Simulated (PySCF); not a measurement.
## Sc⁺ (scandium, charge +1): UHF calculation

Configuration: [Ar] 3d1 4s1, high-spin 3D determinant. All numbers are calculated (PySCF 2.14, the non-relativistic Hamiltonian (point nucleus), in pcseg-2).

```json
{
  "Total energy": "-759.527869 hartree",
  "One-electron energy": "-1035.2613 hartree",
  "Hartree (Coulomb) energy": "313.6785 hartree",
  "Exchange energy": "-37.9450 hartree",
  "Kinetic energy": "760.23922 hartree",
  "⟨S²⟩": "2.0020",
  "⟨L²⟩": "6.023",
  "Sum of ⟨r⟩": "16.98 bohr",
  "Sum of ⟨r²⟩": "30.54 bohr²",
  "Traceless quadrupole moment −½Σ⟨3z² − r²⟩ along its main axis": "0.687 e·bohr²",
  "Density at the nucleus (Gaussians lack the cusp)": "6110 bohr⁻³",
  "Spin density at the nucleus": "2.58 bohr⁻³",
  "Langevin diamagnetic susceptibility": "-24.2 ×10⁻⁶ cm³/mol",
  "Time after the integrals": "0.36 s of wall time on 1 thread of Neoverse-V1 (shared host)"
}
```

```csv
shell,electrons,mean orbital energy (eV),spread (eV),"rms radius, mean of both spins (bohr)"
1s α,1,-4520.1,0,0.0853
1s β,1,-4520.0,0,0.0853
2s α,1,-525.52,0,0.374
2s β,1,-525.00,0,0.374
2p α,3,-432.76,0.044,0.341
2p β,3,-432.32,0.521,0.341
3s α,1,-77.374,0,1.16
3s β,1,-75.534,0,1.16
3p α,3,-50.559,1.090,1.27
3p β,3,-48.529,1.543,1.27
3d α,1,-16.496,0,1.84
4s α,1,-12.234,0,3.71
```
